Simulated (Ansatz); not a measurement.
`CN(C)c1ccc(-c2ccc(-c3ccc(-c4ccc(-c5ccc(-c6ccc(C#N)cc6)cc5)cc4)cc3)cc2)cc1` with charge -1. The state is a doublet with charge -1. Geometry r2SCAN-D4/def2-SVP, that of the neutral singlet.

Cartesian coordinates in Å:
```
C 6.657 8.742 -6.950
N 5.581 7.918 -7.449
C 5.158 8.031 -8.826
C 4.956 7.021 -6.611
C 3.916 6.176 -7.074
C 3.289 5.278 -6.218
C 3.652 5.156 -4.862
C 2.981 4.199 -3.964
C 3.667 3.590 -2.893
C 3.033 2.688 -2.044
C 1.678 2.346 -2.219
C 1.004 1.390 -1.317
C 1.699 0.305 -0.748
C 1.063 -0.597 0.101
C -0.300 -0.455 0.428
C -0.975 -1.410 1.330
C -0.621 -2.773 1.350
C -1.261 -3.674 2.197
C -2.284 -3.254 3.070
C -2.964 -4.208 3.968
C -3.181 -5.546 3.584
C -3.823 -6.446 4.430
C -4.283 -6.049 5.700
C -4.968 -7.002 6.597
C -5.995 -6.574 7.463
C -6.645 -7.466 8.309
C -6.281 -8.827 8.312
C -6.945 -9.750 9.179
N -7.487 -10.502 9.886
C -5.257 -9.270 7.452
C -4.615 -8.367 6.611
C -4.068 -4.712 6.086
C -3.422 -3.814 5.241
C -2.636 -1.890 3.053
C -1.999 -0.991 2.202
C -0.995 0.631 -0.139
C -0.359 1.529 -0.991
C 0.991 2.952 -3.288
C 1.625 3.854 -4.138
C 4.688 5.995 -4.409
C 5.325 6.904 -5.247
H 7.045 9.364 -7.766
H 7.495 8.136 -6.557
H 6.324 9.416 -6.137
H 5.745 8.814 -9.322
H 5.306 7.089 -9.388
H 4.090 8.304 -8.909
H 3.601 6.210 -8.118
H 2.511 4.626 -6.626
H 4.726 3.816 -2.736
H 3.595 2.251 -1.213
H 2.755 0.155 -0.993
H 1.639 -1.418 0.537
H 0.158 -3.137 0.674
H -0.949 -4.722 2.197
H -2.874 -5.876 2.587
H -4.009 -7.466 4.082
H -6.308 -5.527 7.450
H -7.446 -7.121 8.967
H -4.965 -10.323 7.460
H -3.803 -8.720 5.971
H -4.376 -4.381 7.082
H -3.235 -2.794 5.588
H -3.439 -1.533 3.704
H -2.287 0.064 2.226
H -2.059 0.761 0.078
H -0.926 2.370 -1.400
H -0.058 2.697 -3.468
H 1.052 4.319 -4.945
H 4.987 5.960 -3.357
H 6.108 7.540 -4.830
```

Single mean-field runs in def2-SVP are fitted with def2-universal-jkfit. At HF/def2-SVP the charge -1 doublet is spin-contaminated (final ⟨S²⟩ up to 3.90, 0.75 for a pure state). At PBE-D4/def2-SVP the highest occupied level of the charge -1 doublet lies above zero (up to 0.03 eV). By energy differences its removal costs 1.32 eV (vertical, to the charge 0 singlet, at PBE-D4/def2-SVP); self-interaction error and the lack of diffuse functions both raise the level.

(1) Estimate the α-spin orbital energies around the gap (eV) in Ansatz with HF/def2-SVP, PBE-D4/def2-SVP, PBE0-D4/def2-SVP.

Answers

(1) 
| orbital | HF/def2-SVP | PBE-D4/def2-SVP | PBE0-D4/def2-SVP |
| --- | --- | --- | --- |
| HOMO−5 | -6.99 | -3.80 | -4.80 |
| HOMO−4 | -6.87 | -3.75 | -4.71 |
| HOMO−3 | -6.35 | -3.34 | -4.35 |
| HOMO−2 | -5.94 | -2.85 | -3.82 |
| HOMO−1 | -5.61 | -2.54 | -3.36 |
| HOMO | -0.52 | 0.03 | -0.07 |
| LUMO | 4.12 | 0.30 | 0.66 |
| LUMO+1 | 4.53 | 0.70 | 1.38 |
| LUMO+2 | 4.97 | 0.90 | 1.48 |
| LUMO+3 | 5.06 | 1.07 | 1.80 |
| LUMO+4 | 5.26 | 1.12 | 2.10 |
| LUMO+5 | 5.43 | 1.25 | 2.15 |
| β HOMO | -3.71 | -2.47 | -3.22 |
| β LUMO | 4.04 | 0.17 | 0.82 |
